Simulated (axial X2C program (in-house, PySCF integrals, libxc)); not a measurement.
## AlTi at several levels of theory

Calculated with an in-house all-electron X2C program for linear molecules (integrals from PySCF). Spin-free means the one-electron spin-free X2C Hamiltonian; two-component (2c) means X2C with spin–orbit coupling and atomic mean-field two-electron Coulomb and Gaunt terms, so the difference of the two also holds small scalar two-electron terms. Basis: Ti dyall-cv3z [10s10p6d4f2g], Al dyall-v3z [8s8p2d1f] (cores contracted in-house); Gaussian nuclei, density fitting, unrestricted open shells. Masses: Ti 47.948 u, Al 26.982 u.

The run was started with this input:
```json
{"zs": [22, 13], "q": 0, "bas": ["dyall-cv3z", "dyall-v3z"], "levels": ["PBE0", "HF", "BHandHLYP"], "cc": true, "r0": 2.62, "thr": -2.0, "nmax": 90, "npts": 10, "nst": 2, "ntry": 6}
```
```bash
python so2c.py task.json out
```

Keys: zs atomic numbers; q charge; bas basis sets; levels methods; cc coupled cluster on or off; r0 starting distance in Å; thr threshold in hartree for freezing inner shells (an s shell follows its p shell); nmax most natural virtual spinors; npts points on the curve; nst determinants followed; ntry starts of the search. HF also brings MP2.

State, spin-free: M_S = 5/2, Λ = 2 (beyond evenly filled blocks: 2 × σα, π+α, π-α, δ+α); electrons by block: σα: 11, σβ: 9, π+α: 4, π+β: 3, π-α: 4, π-β: 3, δ+α: 1. Fragments: Ti + Al.

State, 2c: Ω = 1/2 (⟨Sz⟩ = 2.50, ⟨Lz⟩ = -2.00 at PBE0); electrons by block: 1/2: 14, -1/2: 13, 3/2: 4, -3/2: 4. Fragments: Ti + Al.

| Hamiltonian | level | Re (Å) | ωe (cm⁻¹) | ωexe (cm⁻¹) | Be (cm⁻¹) | αe (cm⁻¹) | k (mdyn/Å) | μ (D) |
| --- | --- | --- | --- | --- | --- | --- | --- | --- |
| spin-free | PBE0 | 2.490 | 329.4 | 1.4 | 0.1575 | 0.000829 | 1.1 | -2.96 |
| spin-free | HF | 2.641 | 270.6 | 1.22 | 0.14 | 0.000814 | 0.745 | -2.88 |
| spin-free | MP2 | 2.439 | 344.9 | 1.56 | 0.1642 | 0.00112 | 1.21 | n/a |
| spin-free | CCSD | 2.469 | 345.6 | 1.74 | 0.1602 | 0.000957 | 1.22 | n/a |
| spin-free | CCSD(T) | 2.460 | 358.4 | 1.71 | 0.1613 | 0.000885 | 1.31 | n/a |
| spin-free | BHandHLYP | 2.506 | 288.5 | 5.9 | 0.1555 | 0.002 | 0.847 | -3.10 |
| 2c | PBE0 | 2.490 | 329.2 | 1.4 | 0.1574 | 0.000829 | 1.1 | -2.96 |

Correlated methods: 15 electrons correlated (number of frozen shells: Ti 2 s, 1 p; Al 2 s, 1 p), 253 virtual spin orbitals or spinors in MP2, 90 natural virtuals in coupled cluster.

Dipoles are positive if Al is the positive end.

Occupations by symmetry block were frozen at the best pattern of an incomplete PBE0 search. De is not given where an atomic determinant may have missed its ground term or J level, or where the truncated virtual space spoils (T). Density functionals use the spin component along the axis (collinear). Coupled cluster ran in a truncated set of natural virtual spinors; the MP2 energy of the rest was added. (T) has no such correction and the atoms are truncated less, which lowers De at CCSD(T) by a hundredth of an eV or more. Other states lie close and PBE0, whose exact exchange favours high spin, may order them wrongly; the determinant shown need not be the ground state. The nearest other spin-free determinant of the search, M_S = 3/2, Λ = 2, lies 0.22 eV up at the distance of the search. The functionals have no current-density term, which raises determinants with orbital currents, atoms included. The spin of this state cannot come from the lowest atoms; the curve heads to a higher limit, and no De is given. With several unpaired electrons one determinant need not be a pure state. The T1 diagnostic is large, a sign of multireference character.

No reliable constants came from BHandHLYP (2c), CCSD (2c), CCSD(T) (2c), HF (2c), MP2 (2c): no minimum in range, unconverged points, a curve that is not smooth, a change of character along it, or the two Hamiltonians disagreeing along it.

Rough cost a point (2c) on 1 thread(s) of a shared host, integrals apart: PBE0 1.1 s.

The whole task took 4.6 min on 1 thread of Arm Neoverse V1 (shared host).
